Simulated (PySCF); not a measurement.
Unknown compound

An unknown has the formula C5H7ClO2Si. Its calculated NMR data are:

$^{1}$H NMR (400 MHz, computed): δ 7.66 (m, 1H), 6.60 (m, 1H), 5.84 (s, 1H), 5.71 (m, 1H), 5.69 (m, 1H), 5.02 (m, 1H), 0.71 (br s, 1H).

$^{13}$C{$^{1}$H} NMR (computed): δ 158.9, 158.9, 141.7, 111.1, 66.2.

Calculated, not measured (PySCF 2.14.0 with density-fitted response routines): shielding tensors at PBE0/pcSseg-1 (GIAO), structure optimised with GFN2-xTB. A single conformation, relativity neglected, in vacuum.

δ = σ(ref) − σ, references computed at the same level: $^{1}$H, $^{13}$C vs TMS.

Question: Which of these isomers gave the spectra?
A. O[C@H]1C=C[SiH2]O/C1=C/Cl
B. O=CO[C@]1([SiH3])C=C(Cl)C1
C. CC(=O)OC1=C[SiH2][C@H]1Cl

Answer: A. 

- Rings plus π bonds: 3 (1 ring in the answer).
- 5 carbon signals for 5 carbons: no two carbons are equivalent.
- Carbon types of the structure: 1 × C, 4 × CH, leaving 3 H on heteroatoms.
- δC 158.9, 141.7: alkene CH; the olefinic region.
- δC 158.9: alkene carbon bearing oxygen; an sp2 carbon further deshielded by the attached heteroatom.
- δC 111.1: β carbon of an enol-ether or enamine type C=C; the O or N lone pair pushes π density onto this β carbon and shields it.
- δC 66.2: allylic sp3 CH bonded to O; pulled downfield by the heteroatom.
- δH 0.71: hydrogen on an alcohol oxygen; labile proton, position sensitive to the medium.

The others: O=CO[C@]1([SiH3])C=C(Cl)C1 would give 5 signals for carbon-bound and other non-exchanging H, not 6; CC(=O)OC1=C[SiH2][C@H]1Cl would give 5 signals for carbon-bound and other non-exchanging H, not 6.

OH and NH positions are those of a molecule without intermolecular hydrogen bonds; in solution they move with solvent, concentration and temperature, and exchange usually removes their couplings. Carbons that carry Cl, above all several Cl atoms, come out too deshielded, partly because spin–orbit coupling is missing. Shifts are as computed. Against solution values, carbons near 30 ppm lie about +3 ppm off and those near 130 ppm about +5 ppm; carbons on Cl a further +6 ppm. Of 1211 compounds with measured shifts, 218 miss one by over three times the rms of a fit or turn the order of signals round; such compounds aren't used in these exercises. Multiplicities follow the n + 1 count of equivalent neighbours, as no J values were calculated; m marks all less simple cases, F and P coupling included.
